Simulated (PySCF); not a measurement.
Compound: CH₅NP₂Si₂.
Atom-mapped SMILES: `[N:1]#[C:2][SiH:3]1[PH:4][SiH2:5][PH:6]1` (hydrogens: H7 on Si3; H8 on P4; H9, H10 on Si5; H11 on P6)

Cartesian coordinates in Å at the GFN2-xTB level; atoms count from 1:
```
atom  x, y, z in Å
N1     2.3391   -2.4255   -0.2336
C2     1.9618   -1.3505   -0.1158
Si3    1.2662    0.3708    0.0690
P4    -0.2539    0.4794    1.7527
Si5   -1.7334    0.6631    0.0367
P6    -0.1799    0.8681   -1.6102
H7     2.3802    1.3074    0.2001
H8    -0.3850   -0.8858    1.9321
H9    -2.4967    1.9013    0.1625
H10   -2.5966   -0.5061   -0.1178
H11   -0.2963   -0.4195   -2.1017
```

Jobs on this species (11 atoms, 76 electrons) with PySCF (density fitting). Hardware of each: an Intel Xeon at 2.70 GHz with one thread, no GPU, on a shared host. Other jobs ran on the host; a repeat could differ by tens of per cent or more. Peak memory is the resident size of the whole Python process, interpreter and libraries included.

```tsv
level and settings	work	basis functions	SCF cycles	wall time	peak memory
BP86/6-31G, IEF-PCM chloroform	spin–spin couplings from 11 perturbed nuclei, spin–dipole term for 5 of them	80	?	?	?
PBE0/pcSseg-1, start guess huckel, energy threshold 1e-08 Eh	shieldings, ring-centre shieldings, charges and field gradients	155	?	?	?
PBE0/6-311G**	shieldings, ring-centre shieldings, charges and field gradients	170	13	31 s	0.72 GiB
B3LYP/pcseg-1, energy threshold 1e-11 Eh, start guess huckel	3 singlets by TDA, polarisability	125	18	19 s	0.61 GiB
```

Problem. Fill in the missing figures.

Solution. 
- BP86/6-31G, IEF-PCM chloroform; spin–spin couplings from 11 perturbed nuclei, spin–dipole term for 5 of them: 15 s, 0.46 GiB, 13 SCF cycles
- PBE0/pcSseg-1, start guess huckel, energy threshold 1e-08 Eh; shieldings, ring-centre shieldings, charges and field gradients: 29 s, 0.75 GiB, 13 SCF cycles

Problem. What do all jobs in the table cost together?

Solution. About 94 s; the longest takes about 33 % of that, and about 2.1 times as long as the shortest.
